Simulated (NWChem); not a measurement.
# Cd

Program: NWChem. def2 effective core potentials on Cd; no spin-orbit coupling. Level: PBE0/def2-SVPD; rows give the wavelength of the field.

### Question
Order these by “isotropic polarisability (bohr³)”, lowest first: static; 589 nm; 1065 nm.

### Answer
static (48.6), 1065 nm (50.7), 589 nm (56.3)
